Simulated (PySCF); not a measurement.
**Energy of Cu (copper, neutral) between two integer charges**

The 4s alpha orbital of [Ar] 3d10 4s1 is emptied in steps (occupation f), with all orbitals relaxed, ending at [Ar] 3d10. Calculation: PySCF 2.14, in aug-cc-pVTZ-DK (8s7p5d3f2g, 93 functions); scalar relativity by spin-free X2C-1e. The exact energy is a straight line in f; departures are measured from the line between the end points of the same method.

```json
{"f": "1", "PBE0 (eV)": "0.000", "r2SCAN (eV)": "0.000", "LC-wPBE (eV)": "0.000"}
{"f": "0.9", "PBE0 (eV)": "-0.219", "r2SCAN (eV)": "-0.267", "LC-wPBE (eV)": "-0.004"}
{"f": "0.7", "PBE0 (eV)": "-0.513", "r2SCAN (eV)": "-0.631", "LC-wPBE (eV)": "-0.008"}
{"f": "0.5", "PBE0 (eV)": "-0.614", "r2SCAN (eV)": "-0.755", "LC-wPBE (eV)": "-0.008"}
{"f": "0.3", "PBE0 (eV)": "-0.518", "r2SCAN (eV)": "-0.634", "LC-wPBE (eV)": "-0.007"}
{"f": "0.1", "PBE0 (eV)": "-0.223", "r2SCAN (eV)": "-0.273", "LC-wPBE (eV)": "-0.004"}
{"f": "0", "PBE0 (eV)": "0.000", "r2SCAN (eV)": "0.000", "LC-wPBE (eV)": "0.000"}
```

For r2SCAN, how does the orbital energy at f = 1 compare with the removal energy?

−ε = 5.302 eV against a total-energy difference of 8.260 eV. By Janak's theorem ε = ∂E/∂f, so the gap between them reflects the curvature. Along the path −ε is 5.871 (f = 0.9), 7.021 (f = 0.7), 8.265 (f = 0.5), 9.458 (f = 0.3), 10.679 (f = 0.1) eV.

| method | E(f=0) − E(f=1) (eV) | −ε at f=1 (eV) | −ε at f=0.5 (eV) |
| --- | --- | --- | --- |
| PBE0 | 7.971 | 5.547 | 7.957 |
| r2SCAN | 8.260 | 5.302 | 8.265 |
| LC-wPBE | 7.833 | 7.783 | 7.835 |

Reference removal energy between the ground levels: 7.726 eV (measured; NIST Atomic Spectra Database, ionization energies).
